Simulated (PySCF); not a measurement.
Worked example: oscillator strength and radiative lifetime

SnH2I2, SMILES [I][SnH2][I].

Coordinates come from a PBE0-D3(BJ)/def2-SVP optimisation. The def2 effective core potentials stand for the cores of I, Sn; spin–orbit coupling is left out.

TDDFT-M06-2X/def2-SVPD (PySCF) puts the first singlet state with f over 0.02 at 4.66 eV (vertical), with the transition dipole (-0.591, 0.000, 0.000) in atomic units.

Problem. Find the oscillator strength, the wavelength and the radiative lifetime that this transition would have in vacuum if emission retraced absorption.

Solution. 
|μ|² = 0.3493 au, so |μ| = 1.50 D. ΔE = 4.66/27.211 = 0.1713 hartree. f = (2/3) ΔE |μ|² = 0.040 (the program prints 0.040).
λ = 1239.84/4.66 = 266 nm; ν = 37585 cm⁻¹.
Einstein's coefficient A = 0.6670 ν² f s⁻¹ (ν in cm⁻¹) = 3.8e7 s⁻¹, so τ = 1/A = 27 ns. This state is S1. The figure is the radiative limit of this one transition; relaxation, internal conversion, crossing to triplets and a medium change what is measured.
